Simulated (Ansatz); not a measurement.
C7H9ClO2Zr (`C[O][Zr]([OH])([Cl])[c]1ccccc1`). The species carries charge 0 and has multiplicity 1. Zr: def2 effective core potential. The structure was optimised at the PBE0-D4/def2-TZVP level. It is one conformer, not always the lowest.

```xyz
20

C     1.220   -3.300    1.202
O     1.397   -2.093    0.533
Zr    1.735   -0.534   -0.492
O     1.899   -0.859   -2.372
Cl    3.579    0.668    0.403
C    -0.091    0.694   -0.250
C    -0.710    0.799    1.002
C    -1.813    1.617    1.200
C    -2.327    2.350    0.140
C    -1.737    2.263   -1.112
C    -0.633    1.444   -1.301
H     1.263   -4.139    0.500
H     0.246   -3.313    1.701
H     2.001   -3.435    1.956
H     2.093   -1.291   -3.199
H    -0.329    0.233    1.849
H    -2.274    1.683    2.180
H    -3.190    2.989    0.291
H    -2.139    2.835   -1.942
H    -0.189    1.389   -2.291
```

Q: What is the dipole moment at B3LYP/def2-TZVPP? (Estimate.)

A: Ansatz gave: 3.38 D, with components (-1.42, -2.89, -1.01) D in this frame, pointing from negative to positive charge.

Q: And with PBE, r2SCAN, ωB97M-V? (An estimate is asked.)

A: Ansatz gave: PBE 3.38 D, r2SCAN 3.42 D, ωB97M-V 3.40 D.

Q: Give the Mulliken charges with B3LYP, ωB97M-V, r2SCAN in def2-TZVPP. (Estimate.)

A: Ansatz gave: 
| atom | B3LYP | ωB97M-V | r2SCAN |
| --- | --- | --- | --- |
| C1 | -0.12 | -0.19 | 0.00 |
| O2 | -0.48 | -0.45 | -0.47 |
| Zr3 | 1.29 | 1.24 | 1.31 |
| O4 | -0.50 | -0.47 | -0.52 |
| Cl5 | -0.34 | -0.29 | -0.35 |
| C6 | -0.13 | -0.17 | -0.17 |
| C7 | -0.20 | -0.17 | -0.14 |
| C8 | -0.15 | -0.15 | -0.14 |
| C9 | -0.08 | -0.08 | -0.04 |
| C10 | -0.14 | -0.14 | -0.13 |
| C11 | -0.20 | -0.18 | -0.15 |
| H12 | 0.10 | 0.12 | 0.06 |
| H13 | 0.11 | 0.12 | 0.06 |
| H14 | 0.11 | 0.12 | 0.07 |
| H15 | 0.18 | 0.16 | 0.19 |
| H16 | 0.09 | 0.09 | 0.06 |
| H17 | 0.12 | 0.11 | 0.09 |
| H18 | 0.13 | 0.12 | 0.10 |
| H19 | 0.12 | 0.11 | 0.09 |
| H20 | 0.10 | 0.09 | 0.07 |

B3LYP here is the variant with VWN-RPA as its local correlation; programs differ in this.
